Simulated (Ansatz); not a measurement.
FH$_{3}$O$_{2}$SeSi (`O[Si](O)(F)[SeH]`). The species carries charge 0 and has multiplicity 1.

Z-matrix (Å, degrees):
```
Si
O 1 1.619
F 1 1.590 2 111.2
O 1 1.628 2 106.4 3 -118.8
Se 1 2.258 2 109.1 3 116.9
H 2 0.960 1 116.9 3 101.1
H 4 0.958 1 118.4 2 -169.1
H 5 1.468 1 91.3 2 -135.5
```

(1) What are the harmonic wavenumbers in cm⁻¹ at PBE0-D4/def2-TZVP (Ansatz, finite differences of forces, unscaled)? (Best estimate.)

(2) Is this a minimum?

(3) Give the ideal-gas thermochemistry at 298.15 K and 1 bar (rigid rotor, harmonic oscillator; point group C1, symmetry number 1).

Results:

(1) The calculation gave: 69, 111, 180, 245, 249, 271, 328, 333, 471, 668, 798, 823, 862, 965, 1003, 2453, 3910, 3928.

(2) Yes, all 18 modes are real.

(3) Zero-point energy 105.7 kJ/mol; H(298) − E = 128.6 kJ/mol; entropy 369.8 J/(mol·K), of which translation 172.2, rotation 117.3, vibration 80.3; G(298) − E = 18.4 kJ/mol. Modes under 100 cm⁻¹ are hindered rotations or soft bends, so the harmonic entropy is rough.
